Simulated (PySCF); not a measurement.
Static response to an electric field

Species: C3H6F3NSi.
Structure used (PBE0-D3(BJ)/def2-SVP), in Å, numbered top down from 1:
```xyz
14
C3H6F3NSi angstrom
C     -0.3937   -1.5563   -0.3683
C     -0.5631   -0.2749   -0.0282
Si     0.9064    0.7950    0.4853
N      2.3312    0.0430   -0.1461
C     -1.9315    0.3349   -0.0394
F     -2.0455    1.2450   -1.0155
F     -2.9119   -0.5559   -0.2131
F     -2.1729    0.9739    1.1154
H     -1.2366   -2.1960   -0.6490
H      0.6088   -1.9941   -0.3739
H      0.6337    2.1917    0.0221
H      1.0621    0.8125    1.9693
H      2.5144    0.0490   -1.1434
H      3.1944    0.1165    0.3792
```

Level: wB97X-D/def2-SVPD (PySCF), static field, nuclei fixed, core orbitals frozen in the response. The polarisability tensor in these axes (au):

```
x   76.38  0.52  1.44
y    0.52 79.24  6.24
z    1.44  6.24 61.98
```

**Question.** Diagonalise the tensor; give its mean and Δα, where Δα² is half the sum of the squared differences of the eigenvalues.

**Answer.** Principal values 59.87, 76.30 and 81.43 au; mean 72.53 au = 10.75 Å³ = 11.96 × 10⁻⁴⁰ C²·m²/J; Δα = 19.51 au (27 % of the mean).

**Question.** What is the dipole moment, and where does it point?

**Answer.** (3.13, -1.16, -0.65) D, 3.40 D in size, pointing from the negative to the positive side. Measured along this direction, the outermost atoms are F8 and F7 at the negative end and H14 at the positive end.

**Question.** Sum over states: ᾱ = Σ f/ω², ω in Eh. What share falls to these 10 lowest TDDFT singlets (eV, f)? 6.11, 0.0178; 6.80, 0.0029; 7.04, 0.0744; 7.18, 0.2127; 8.05, 0.0058; 8.12, 0.0743; 8.43, 0.0015; 8.48, 0.0787; 8.64, 0.0100; 8.73, 0.0677.

**Answer.** They add up to 7.05 au, 9.7 % of the 72.53 au; the largest single term is 3.06 au, from the state at 7.18 eV. Terms in order: 0.35, 0.05, 1.11, 3.06, 0.07, 0.83, 0.02, 0.81, 0.10, 0.66 au. Higher excitations give the rest. The strengths listed sum to 0.546.

**Question.** What would n − 1 = 2πNα be for an ideal gas of these molecules at 298.15 K and 1 atm, electronic part alone?

**Answer.** N = p/kT = 2.4615 × 10¹⁹ cm⁻³, so n − 1 = 2π × N × 10.75 × 10⁻²⁴ cm³ = 1662 × 10⁻⁶ at long wavelengths.

**Question.** Orientational against electronic polarisability at 500 K (dilute gas, rigid molecules)?

**Answer.** In Gaussian units μ²/3kT = 55.79 Å³ against 10.75 Å³, a ratio of 5.19; the Debye molar polarisation (4π/3)N_A(α + μ²/3kT) is 167.8 cm³/mol, leaving out the vibrational part.

The structure is a single PBE0-D3(BJ)/def2-SVP conformer in the gas phase; no vibrational or solvent corrections.

Note: wB97X-D ran without an empirical dispersion term, which enters the total energy and its gradient alone.
